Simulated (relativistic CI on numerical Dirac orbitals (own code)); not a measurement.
## Ge IV: sensitivity of the levels to the model

Base calculation: Dirac-Coulomb-Breit CI, separate exchange-only KLI orbitals for each configuration, QED by a radiative potential, valence Slater integrals scaled by 0.85, P86 correlation energy added to each configuration.

CI space (outside the closed core [Ar]): 3d10.4s, 3d10.4p, 3d10.4d, 3d10.4f, 3d10.5s, 3d9.4s2, 3d10.5p, 3d10.5d, 3d10.6s, 3d10.6p, 3d10.5f, 3d10.5g, 3d9.4p2, 3d9.4s.4p, 3d10.6d, 3d10.7s, 3d8.4s.4p2, 3d10.7p, 3d10.7d, 3d9.4p.4d, 3d9.4s.4d. Levels of other configurations are missing.

The lowest level and the first level of each name with at least 55 % of one term (blank where a level has no safe partner in the second run):

```tsv
Level	Base (cm⁻¹)	Shift (cm⁻¹)
3d10.4s 2S_1/2	0.0	0.0
3d10.4p 2P°_1/2	80203.6	-342.2
3d10.4p 2P°_3/2	82779.8	-332.7
3d10.4d 2D_3/2	186086.1	-811.7
3d10.4d 2D_5/2	186320.7	-797.0
3d10.5s 2S_1/2	194771.2	-1010.8
3d9.4s2 2D_5/2	208003.8	+5254.4
3d9.4s2 2D_3/2	212406.2	+5265.6
3d10.5p 2P°_1/2	221858.0	-953.8
3d10.5p 2P°_3/2	222721.7	-943.3
3d10.4f 2F°_7/2	254549.9	-950.6
3d10.4f 2F°_5/2	254555.7	-950.1
3d10.5d 2D_3/2	262632.1	-997.1
3d10.5d 2D_5/2	262740.3	-997.3
```

For a near-neutral ion this model can misplace configurations by up to about 10,000 cm⁻¹ (more where the count of f electrons changes) and terms by 10 to 25 % of their spread. Rates follow the energies as ν³ (E1, M1) or ν⁵ (E2), so they and the lifetimes can be off by large factors. The fine structure of a lone outer electron comes out too small, for d and f at times inverted, and misplaced configurations move strength between like terms. 25 of the 32 excited levels that our extract of the measured tables holds in this range could be paired (the sources list more); they are missed by 8446 cm⁻¹ on average and 52038 at most, and levels without a partner can miss by more.

Task: One thing was changed in a second run, which moved the levels as shown. Which?
A. configuration mixing switched off
B. Breit term removed
C. one mean potential for all configurations
D. QED terms removed
E. self-excluded LDA correlation estimate

Result: A. Configuration mixing switched off. Without mixing, levels that were pushed by configurations of the same parity and J return to their single-configuration places.

LS names give the leading component of a level, which can be under half, so a name can repeat, a term be missing and a line seem to break the LS rules.
